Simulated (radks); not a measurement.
The scandium ion Sc3+, 18 electrons, occupied as [He] 2s2 2p5.75 3s2 3p6 3d0.25 (fractional occupations, a model configuration). Method: non-relativistic Kohn-Sham, PBEsol, spin-polarised, spherical densities, point nucleus; open shells are filled with parallel spins first; computed with a radial shooting solver on a logarithmic mesh with Libxc functionals.

Normalised radial functions P(r) = r R(r), r in bohr:

```
   r/bohr * 3d down (the largest magnitude, 0.849, reaches the edge; | marks zero)
 0.007075 *
 0.008995 *
  0.01143 *
  0.01454 *
  0.01863 *
  0.02368 *
   0.0301 *
  0.03827 *
  0.04865 *
  0.06234 |*
  0.07925 |*
   0.1007 | *
   0.1281 |   *
   0.1628 |     *
   0.2086 |         *
   0.2652 |               *
   0.3372 |                      *
   0.4286 |                               *
   0.5449 |                                         *
   0.6927 |                                                 *
   0.8877 |                                                      *
    1.128 |                                                     *
    1.435 |                                               *
    1.824 |                                    *
    2.318 |                        *
    2.971 |            *
    3.777 |     *
    4.801 | *
```

3d down (empty): eigenvalue -33.192 eV, 0 radial nodes, <r> = 1.32 bohr, 90 % of the charge inside 2.17 bohr.
